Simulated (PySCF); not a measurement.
Br2Ge, charge -1, doublet, at a GFN2-xTB geometry (a state made from the parent by changing its charge; the spin is typed, not shown lowest), atoms displaced at random by about 0.05 Å a coordinate; HF/cc-pVDZ (PySCF).

The PySCF input:
```python
from pyscf import gto, scf
from pyscf.geomopt import geometric_solver

mol = gto.Mole()
mol.atom = '''
    Ge    0.002852   -0.015780    1.107299
    Br    1.062364   -1.719977   -0.489176
    Br   -1.178468    1.716482   -0.480550
'''
mol.basis = 'cc-pvdz'
mol.charge = -1
mol.spin = 1
mol.verbose = 3
mol.build()

def method(m):
    mf = scf.UHF(m)
    return mf

conv, mol_eq = geometric_solver.kernel(method(mol), maxsteps=100, trust=0.5, tmax=0.5)
print('optimisation converged:', conv)
print(mol_eq.tostring(format='xyz'))
mf = method(mol_eq)
mf.kernel()
```

What the program printed (banner, timings and long lists left out):

```
Custom engine selected.
Bonds will be generated from interatomic distances less than 1.20 times sum of covalent radii
9 internal coordinates being used (instead of 9 Cartesians)
Internal coordinate system (atoms numbered from 1):
Distance 1-2
Distance 1-3
Angle 2-1-3
Translation-X 1-3
Translation-Y 1-3
Translation-Z 1-3
Rotation-A 1-3
Rotation-B 1-3
Rotation-C 1-3
<class 'geometric.internal.Distance'> : 2
<class 'geometric.internal.Angle'> : 1
<class 'geometric.internal.TranslationX'> : 1
<class 'geometric.internal.TranslationY'> : 1
<class 'geometric.internal.TranslationZ'> : 1
<class 'geometric.internal.RotationA'> : 1
<class 'geometric.internal.RotationB'> : 1
<class 'geometric.internal.RotationC'> : 1
> ===== Optimization Info: ====
> Job type: Energy minimization
> Maximum number of optimization cycles: 100
> Initial / maximum trust radius (Angstrom): 0.500 / 0.500
> Convergence Criteria:
> Will converge when all 5 criteria are reached:
>  |Delta-E| < 1.00e-06
>  RMS-Grad  < 3.00e-04
>  Max-Grad  < 4.50e-04
>  RMS-Disp  < 1.20e-03
>  Max-Disp  < 1.80e-03
> === End Optimization Info ===

Geometry optimization cycle 1
Cartesian coordinates (Angstrom)
 Atom        New coordinates             dX        dY        dZ
  Ge   0.002852  -0.015780   1.107299    0.000000  0.000000  0.000000
  Br   1.062364  -1.719977  -0.489176    0.000000  0.000000  0.000000
  Br  -1.178468   1.716482  -0.480550    0.000000  0.000000  0.000000

WARN: Mole.unit (angstrom) is changed to Bohr

converged SCF energy = -7220.24787970415  <S^2> = 0.76600285  2S+1 = 2.0159393
--------------- UHF_Scanner gradients ---------------
         x                y                z
0 Ge     0.0021368090    -0.0030850000     0.0038426318
1 Br     0.0013429901    -0.0020850628    -0.0005168227
2 Br    -0.0034797992     0.0051700628    -0.0033258091
----------------------------------------------
cycle 1: E = -7220.2478797  dE = -7220.25  norm(grad) = 0.00922858
Step    0 : Gradient = 5.328e-03/7.064e-03 (rms/max) Energy = -7220.2478797041
Hessian Eigenvalues: 5.00000e-02 5.00000e-02 5.00000e-02 ... 7.09361e-02 8.08990e-02 2.50000e-01

Geometry optimization cycle 2
Cartesian coordinates (Angstrom)
 Atom        New coordinates             dX        dY        dZ
  Ge  -0.004186  -0.004920   1.108655   -0.007038  0.010860  0.001356
  Br   1.041740  -1.688633  -0.494798   -0.020624  0.031344 -0.005622
  Br  -1.150806   1.674278  -0.476285    0.027662 -0.042204  0.004265
converged SCF energy = -7220.24849136736  <S^2> = 0.76617769  2S+1 = 2.0161128
--------------- UHF_Scanner gradients ---------------
         x                y                z
0 Ge     0.0010386485    -0.0015840696     0.0001718442
1 Br     0.0003164920    -0.0004524912     0.0006582583
2 Br    -0.0013551405     0.0020365608    -0.0008301025
----------------------------------------------
cycle 2: E = -7220.24849137  dE = -0.000611663  norm(grad) = 0.00332097
Step    1 : Displace = 3.730e-02/5.064e-02 (rms/max) Trust = 5.000e-01 (=) Grad = 1.917e-03/2.583e-03 (rms/max) E (change) = -7220.2484913674 (-6.117e-04) Quality = 1.404
Hessian Eigenvalues: 4.70200e-02 5.00000e-02 5.00000e-02 ... 5.00000e-02 8.38855e-02 2.25239e-01

Geometry optimization cycle 3
Cartesian coordinates (Angstrom)
 Atom        New coordinates             dX        dY        dZ
  Ge  -0.010018   0.004605   1.120343   -0.005832  0.009525  0.011688
  Br   1.024673  -1.662973  -0.505026   -0.017066  0.025659 -0.010228
  Br  -1.127907   1.639093  -0.477745    0.022899 -0.035185 -0.001460
converged SCF energy = -7220.24861780462  <S^2> = 0.76617429  2S+1 = 2.0161094
--------------- UHF_Scanner gradients ---------------
         x                y                z
0 Ge    -0.0001689914     0.0002018904    -0.0011483630
1 Br    -0.0001348702     0.0002303597     0.0004725653
2 Br     0.0003038616    -0.0004322501     0.0006757977
----------------------------------------------
cycle 3: E = -7220.2486178  dE = -0.000126437  norm(grad) = 0.00155515
Step    2 : Displace = 3.204e-02/4.202e-02 (rms/max) Trust = 5.000e-01 (=) Grad = 8.979e-04/1.178e-03 (rms/max) E (change) = -7220.2486178046 (-1.264e-04) Quality = 0.930
Hessian Eigenvalues: 5.00000e-02 5.00000e-02 5.00000e-02 ... 5.70390e-02 8.61106e-02 1.99161e-01

Geometry optimization cycle 4
Cartesian coordinates (Angstrom)
 Atom        New coordinates             dX        dY        dZ
  Ge  -0.009361   0.003779   1.123991    0.000657 -0.000826  0.003648
  Br   1.024798  -1.663237  -0.506482    0.000125 -0.000264 -0.001456
  Br  -1.128689   1.640183  -0.479936   -0.000782  0.001090 -0.002192
converged SCF energy = -7220.24862648797  <S^2> = 0.76613151  2S+1 = 2.016067
--------------- UHF_Scanner gradients ---------------
         x                y                z
0 Ge    -0.0000345410     0.0000382113    -0.0002959931
1 Br    -0.0000054998     0.0000148232     0.0001282048
2 Br     0.0000400408    -0.0000530345     0.0001677884
----------------------------------------------
cycle 4: E = -7220.24862649  dE = -8.68336e-06  norm(grad) = 0.000373524
Step    3 : Displace = 2.782e-03/3.791e-03 (rms/max) Trust = 5.000e-01 (=) Grad = 2.157e-04/3.004e-04 (rms/max) E (change) = -7220.2486264880 (-8.683e-06) Quality = 1.238
Hessian Eigenvalues: 5.00000e-02 5.00000e-02 5.00000e-02 ... 5.85958e-02 8.20331e-02 1.54643e-01

Geometry optimization cycle 5
Cartesian coordinates (Angstrom)
 Atom        New coordinates             dX        dY        dZ
  Ge  -0.009236   0.003697   1.126198    0.000125 -0.000082  0.002207
  Br   1.023896  -1.661907  -0.507554   -0.000902  0.001330 -0.001072
  Br  -1.127912   1.638935  -0.481072    0.000777 -0.001248 -0.001135
converged SCF energy = -7220.24862733044  <S^2> = 0.76610887  2S+1 = 2.0160445
--------------- UHF_Scanner gradients ---------------
         x                y                z
0 Ge    -0.0000147003     0.0000227349     0.0000038883
1 Br     0.0000123996    -0.0000196685    -0.0000131481
2 Br     0.0000023008    -0.0000030664     0.0000092598
----------------------------------------------
cycle 5: E = -7220.24862733  dE = -8.42468e-07  norm(grad) = 3.95222e-05
Step    4 : Displace = 2.006e-03/2.212e-03 (rms/max) Trust = 5.000e-01 (=) Grad = 2.282e-05/2.735e-05 (rms/max) E (change) = -7220.2486273304 (-8.425e-07) Quality = 1.028
Hessian Eigenvalues: 5.00000e-02 5.00000e-02 5.00000e-02 ... 5.76691e-02 8.71969e-02 1.43849e-01

Geometry optimization cycle 6
Cartesian coordinates (Angstrom)
 Atom        New coordinates             dX        dY        dZ
  Ge  -0.009187   0.003625   1.126275    0.000049 -0.000072  0.000076
  Br   1.023792  -1.661748  -0.507559   -0.000104  0.000159 -0.000005
  Br  -1.127858   1.638848  -0.481143    0.000054 -0.000087 -0.000071
converged SCF energy = -7220.24862733899  <S^2> = 0.76610652  2S+1 = 2.0160422
--------------- UHF_Scanner gradients ---------------
         x                y                z
0 Ge    -0.0000056353     0.0000088835     0.0000048668
1 Br     0.0000048778    -0.0000078199    -0.0000068278
2 Br     0.0000007574    -0.0000010637     0.0000019610
----------------------------------------------
cycle 6: E = -7220.24862734  dE = -8.55289e-09  norm(grad) = 1.64764e-05
Step    5 : Displace = 1.472e-04/1.889e-04 (rms/max) Trust = 5.000e-01 (=) Grad = 9.513e-06/1.159e-05 (rms/max) E (change) = -7220.2486273390 (-8.553e-09) Quality = 1.356
Hessian Eigenvalues: 5.00000e-02 5.00000e-02 5.00000e-02 ... 5.76691e-02 8.71969e-02 1.43849e-01
Converged! =D

optimisation converged: True
3
XYZ from PySCF
Ge         -0.00918655        0.00362535        1.12627469
Br          1.02379227       -1.66174842       -0.50755871
Br         -1.12785773        1.63884807       -0.48114298

converged SCF energy = -7220.24862733907  <S^2> = 0.76610481  2S+1 = 2.0160405
```
